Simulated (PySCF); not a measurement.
# Frontier orbitals and the lowest excitations

Species: C3H7ClGeSi.
Geometry (PBE0-D3(BJ)/def2-SVP, Å), atoms numbered from 1 in this order:
```
atom  x, y, z in Å
Si1    1.8852   -0.8121    0.3448
C2     0.1466   -0.4307   -0.1014
C3    -1.0127   -0.1756   -0.4011
Ge4   -2.8248    0.2111   -0.8503
C5    -3.9773   -0.7822    0.3883
Cl6   -5.6891   -0.4394    0.0127
H7     2.1124   -2.2830    0.2446
H8     2.8047   -0.1009   -0.5896
H9     2.1505   -0.3631    1.7423
H10   -3.0974   -0.2458   -2.2886
H11   -3.0725    1.7162   -0.6928
H12   -3.7838   -0.4854    1.4280
H13   -3.8117   -1.8642    0.2968
```

The calculation used TDDFT B3LYP/def2-SVPD, vertical, gas phase, core orbitals frozen in the response in PySCF. Relativistic effects, spin–orbit coupling among them, are left out although an element past zinc is present.

Kohn–Sham orbitals with the atoms that hold most of them (Löwdin shares over 4%, at most four atoms; ? is withheld):

| orbital | ε (eV) | atoms |
| --- | --- | --- |
| LUMO+2 | -0.06 | Ge4 21%, Si1 18%, C3 12%, C2 12% |
| LUMO+1 | -0.79 | C2 28%, C3 28%, Si1 16%, Ge4 12% |
| LUMO | -1.04 | ? |
| HOMO | ? | Cl6 27%, C2 21%, C3 20%, C5 13% |
| HOMO-1 | -7.96 | ? |
| HOMO-2 | -8.35 | Cl6 36%, C3 21%, C2 18%, C5 8% |
| HOMO-3 | -8.50 | Cl6 78%, C5 13% |

**Question.** Give the leading atoms of the LUMO.

**Answer.** C2 (bonded to C and Si) 24%; C3 (bonded to C and Ge) 22%; Ge4 (bonded to 2 C and 2 H) 14%; Si1 (bonded to C and 3 H) 11%. By element: carbon 46% or more, germanium 14%, silicon 11%.

**Question.** Which atoms hold the HOMO-1, and with what shares?

**Answer.** C2 (bonded to C and Si) 37%; C3 (bonded to C and Ge) 37%; Si1 (bonded to C and 3 H) 7%; Ge4 (bonded to 2 C and 2 H) 6%. By element: carbon 74% or more, silicon 7%, germanium 6%.

**Question.** What is the HOMO energy, and the HOMO–LUMO gap?

**Answer.** ε(HOMO) = -7.77 eV; the gap is 6.73 eV (0.2475 hartree).

**Question.** The HOMO–LUMO gap is 6.73 eV. Where does the response calculation put the lowest singlet, and from which orbitals?

**Answer.** S1 is at 5.50 eV (f = 0.0003), 1.24 eV below the gap, made of HOMO-1→LUMO (78%), HOMO→LUMO+1 (14%). Its leading pair isn't HOMO and LUMO; the energies of that pair differ by 6.92 eV. Without the coupling terms of the response equations the lowest excitation would equal the gap.

**Question.** One configuration dominates each of S1 and S6. Which, and how do the shares of the two leading atoms of either orbital change from the occupied to the empty one?

**Answer.** 
- S1 (5.50 eV, f 0.0003), HOMO-1→LUMO (78%): C2 37% → 24%, C3 37% → 22%
- S6 (6.68 eV, f 0.0002), HOMO-2→LUMO+1 (78%): Cl6 36% → at most 12%, C3 21% → 28%, C2 18% → 28%

Time: 64 s. Hardware: one thread of an Arm Neoverse V1, shared host.

One conformer stands for the species.
